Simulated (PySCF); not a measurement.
Ionisation energy of Ge²⁺ by level of theory

Ge²⁺ [Ar] 3d10 4s2 (1S) → Ge³⁺ [Ar] 3d10 4s1 (2S), as a difference of total energies. Computed with PySCF 2.14 in x2c-QZVPPall (11s8p5d4f1g, 97 functions), with the spin-free X2C one-electron Hamiltonian (Gaussian nucleus). Correlated levels: valence: [Ar] 3d10 frozen. The calculations carry no spin-orbit coupling.

Q: Order these methods by the ionisation energy they give, lowest first.
A. MP2 (valence)
B. CCSD (valence)
C. UHF
D. SCS-MP2 (valence)

A: C (32.195 eV), A (33.015 eV), D (33.178 eV), B (33.292 eV).

Errors of the correlated levels include the incompleteness of this basis and the frozen core.

With two correlated electrons CCSD is exact in that space.

For comparison: 34.058 eV (measured; NIST Atomic Spectra Database, ionization energies).
